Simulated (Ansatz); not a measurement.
Several settings on one geometry of the cluster Mg2Te (that of the charge 0 singlet, B3LYP-D4/def2-TZVP). Ansatz on 2 threads of AMD EPYC 7R13 on a shared host; times are rough.

```xyz
3

Mg    0.867    1.231   -0.469
Mg   -0.943   -0.785   -0.991
Te    0.076   -0.446    1.461
```

Totals from different functionals, basis sets or treatments of relativity can't be compared as stabilities.

In the def2 sets Te takes a core potential; there is no spin–orbit coupling. Correlated methods freeze 20 core orbitals; core or outer-core shells of Mg, Te are correlated, in sets that lack core-valence functions.

At B3LYP-D4/def2-TZVP a triplet lies 0.19 eV below the restricted singlet of charge 0, at its own geometry.

The spins typed aren't always the lowest for that charge.

Problem. Give the basis size and estimate the energy, ⟨S²⟩ and time of these runs.

```
run                           method  charge    state                                                                                    further keys
  1            UKS revPBE/def2-mTZVP      -1  doublet                                                                scf: {lower_state_search: light}
  2             RKS B2GP-PLYP/STO-3G       0  singlet            pseudopotentials: {relativity: none}; scf: {lower_state_search: light}; forces asked
  3  UKS r2SCAN50-D3(BJ)/def2-mTZVPP       1  doublet  nuclear_model: gaussian; point_charges: [{charge: 2.00, position_ang: [5.192, 0.519, -0.831]}]
```

Solution. 
```csv
run,functions,energy (Eh),⟨S²⟩,wall time
1,64,-668.2131,0.76,4.7 s
2,45,-6943.3511,–,1.5 s
3,64,-667.7545,0.77,7.5 s
```

The highest occupied level of an anion often lies above zero with these methods, and sets without diffuse functions describe the outer electron poorly. At RKS B2GP-PLYP/STO-3G the restricted singlet is unstable: a solution with broken spin symmetry lies lower.
